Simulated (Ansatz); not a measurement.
Gas-phase electronic energies from Ansatz, PBE0-D4/def2-TZVP geometries. CCSD(T)/CBS adds triple-zeta CCSD(T) − MP2 to the extrapolated MP2 energy (def2 sets, frozen cores). Functionals use def2-TZVPP. B3LYP here is the variant with VWN-RPA as its local correlation; programs differ in this. For Ge, Se outer-core shells are correlated without core-valence functions, which leaves a few kJ/mol of doubt a bond. Scalar relativity is left out up to krypton. Each species was taken in one conformer, which may not be the lowest.

Consider the ligand exchange at a B–C bond: `B[CH2][GeH3]` + `Cl[SiH2][SeH]` → `B[Se][SiH2]Cl` + `[CH3][GeH3]`.

| level | ΔE (kJ/mol) | difference from CCSD(T)/CBS |
| --- | --- | --- |
| PBE-D4 | -71.9 | -1.1 |
| r2SCAN-D4 | -70.4 | 0.4 |
| PBE0-D4 | -70.0 | 0.8 |
| B3LYP-D4 | -68.9 | 1.9 |
| ωB97X-V | -67.2 | 3.6 |
| ωB97M-V | -65.8 | 5.0 |
| B2PLYP | -70.4 | 0.4 |
| PBE | -71.2 | -0.4 |
| r2SCAN | -70.1 | 0.7 |
| PBE0 | -69.2 | 1.6 |
| B3LYP | -67.7 | 3.1 |
| HF/def2-TZVPP | -64.5 | 6.3 |
| MP2/def2-TZVPP | -73.9 | -3.1 |
| SCS-MP2/def2-TZVPP | -71.3 | -0.5 |
| CCSD/def2-TZVPP | -69.1 | 1.7 |
| CCSD(T)/def2-TZVPP | -71.4 | -0.6 |
| HF/def2-QZVPP | -63.7 | 7.1 |
| MP2/def2-QZVPP | -73.2 | -2.4 |
| SCS-MP2/def2-QZVPP | -70.7 | 0.1 |
| HF/CBS(def2) | -63.6 | 7.2 |
| MP2/CBS(def2) | -73.3 | -2.5 |
| CCSD/CBS(def2) | -68.5 | 2.3 |
| CCSD(T)/CBS | -70.8 | 0 |

Largest T1 diagnostic among the species: 0.012.

In def2-TZVPP, CCSD(T) changes the Hartree–Fock value by −6.9 kJ/mol (the triples alone add −2.3 kJ/mol) and MP2 by −9.4 kJ/mol.
